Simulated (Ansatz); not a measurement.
Ideal-gas functions of `[Cl][GeH]1[CH2][O]1` at 298.15 K and 1 bar, from an Ansatz frequency run at PBE0-D4/def2-TZVP.

Molar mass 139.1 g/mol, point group C1 (symmetry number 1), electronic degeneracy 1, moments of inertia 53.178, 204.241, 223.159 u Å². Harmonic wavenumbers (cm⁻¹, unscaled): 163, 189, 407, 462, 632, 657, 705, 784, 1020, 1122, 1133, 1473, 2222, 3080, 3166.

Use S(trans) = R[1.5 ln M + 2.5 ln T − 1.1517]; rotational temperatures θ = 24.2544 K / I; S(rot) = R[ln(√π/σ · √(T³/θAθBθC)) + 1.5]; for each mode x = 1.438777 ν̃/T, S = R[x/(eˣ − 1) − ln(1 − e⁻ˣ)] and H = RT x/(eˣ − 1); 1 cm⁻¹ = 0.0119627 kJ/mol; R = 8.31446 J/(mol·K).

Problem. By hand: the entropy, in J/(mol·K).

Solution. Translation 170.4. Rotation: θ = 0.4561, 0.1188, 0.1087 K, giving 109.6. Vibration, mode by mode: 10.52, 9.36, 3.92, 3.18, 1.66, 1.51, 1.26, 0.92, 0.36, 0.24, 0.23, 0.06, 0.00, 0.00, 0.00, in all 33.2. Electronic 0.0. Sum 313.2 J/(mol·K).

Problem. By hand: H − E and G − E in kJ/mol, counted from the electronic energy.

Solution. Zero-point energy ½ × 17215 × 0.0119627 = 103.0; thermal vibration 6.1; translation, rotation and pV give 4 RT = 9.9. H − E = 119.0 kJ/mol, and G − E = 119.0 − 298.15 × 313.2/1000 = 25.6 kJ/mol.

Vibration gives 11 % of the entropy. The sum counts one conformer and one mirror image; others add a mixing term.
